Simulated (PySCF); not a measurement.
**Fractional electron number in Ag (silver, neutral)**

The 5s alpha orbital of [Kr] 4d10 5s1 is emptied in steps (occupation f), with all orbitals relaxed, ending at [Kr] 4d10. Computed with PySCF 2.14 in aug-cc-pVTZ-PP with ECP28MDF (6s6p5d3f2g, 88 functions), with a scalar-relativistic core potential. The exact energy is a straight line in f; departures are measured from the line between the end points of the same method.

```
  f  UHF (eV)  LDA (eV)  PBE (eV)
  1     0.000     0.000     0.000
0.9     0.011    -0.298    -0.292
0.7     0.026    -0.699    -0.688
0.5     0.030    -0.838    -0.825
0.3     0.025    -0.707    -0.699
0.1     0.010    -0.304    -0.301
  0     0.000     0.000     0.000
```

**Question.** For LDA, how does the orbital energy at f = 1 compare with the removal energy?

**Answer.** −ε = 5.074 eV against a total-energy difference of 8.369 eV. By Janak's theorem ε = ∂E/∂f, so the gap between them reflects the curvature. Along the path −ε is 5.712 (f = 0.9), 7.015 (f = 0.7), 8.347 (f = 0.5), 9.701 (f = 0.3), 11.067 (f = 0.1) eV.

| method | E(f=0) − E(f=1) (eV) | −ε at f=1 (eV) | −ε at f=0.5 (eV) |
| --- | --- | --- | --- |
| UHF | 6.365 | 6.493 | 6.361 |
| LDA | 8.369 | 5.074 | 8.347 |
| PBE | 8.041 | 4.807 | 8.010 |

Reference removal energy between the ground levels: 7.576 eV (measured; NIST Atomic Spectra Database, ionization energies). UHF lacks correlation.
